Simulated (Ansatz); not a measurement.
Consider the formal loss of a carbene: `[CH3][GaH][SnH3]` → `[CH2]` (triplet) + `[GaH2][SnH3]`.

Calculated with Ansatz (gas phase, PBE0-D4/def2-TZVP geometries, no zero-point term in ΔE). CCSD(T)/CBS adds triple-zeta CCSD(T) − MP2 to the extrapolated MP2 energy (def2 sets, frozen cores). This one scheme is used for every species. DFT in def2-TZVPP. HSE06 is defined as in plane-wave codes. Triplets are unrestricted, without spin–orbit coupling. Elements past krypton have def2 core potentials. For Ga, Sn outer-core shells are correlated without core-valence functions, which leaves a few kJ/mol of doubt a bond. Scalar relativity is left out up to krypton.

```
             level  ΔE (eV)  difference from CCSD(T)/CBS
        r2SCANh-D4     4.63                        -0.30
          HSE06-D4     4.85                        -0.08
          BHLYP-D4     4.66                        -0.27
            revPBE     4.64                        -0.29
             BHLYP     4.58                        -0.35
         CAM-B3LYP     4.77                        -0.16
   CCSD/def2-TZVPP     4.66                        -0.27
CCSD(T)/def2-TZVPP     4.78                        -0.15
SCS-MP2/def2-QZVPP     5.02                         0.09
    CCSD/CBS(def2)     4.80                        -0.13
       CCSD(T)/CBS     4.93                            0
```

Largest T1 diagnostic among the species: 0.014.

The D4 term adds +0.09 eV with B3LYP and +0.05 eV with PBE0; it sums over pairs of atoms, weighted by their polarisabilities, and B3LYP, whose exchange is more repulsive, gets the larger term. From PBE to PBE0 (25 % exact exchange), in def2-TZVPP and without D4, ΔE moves by −0.10 eV. At CCSD(T), def2-SVP lies −0.33 eV from the extrapolated value and def2-TZVPP −0.14 eV.

CCSD(T)/CBS has its own doubt, a few kJ/mol and more with outer-core shells, so smaller differences from it don't rank the levels.

B3LYP here is the variant with VWN-RPA as its local correlation; programs differ in this.
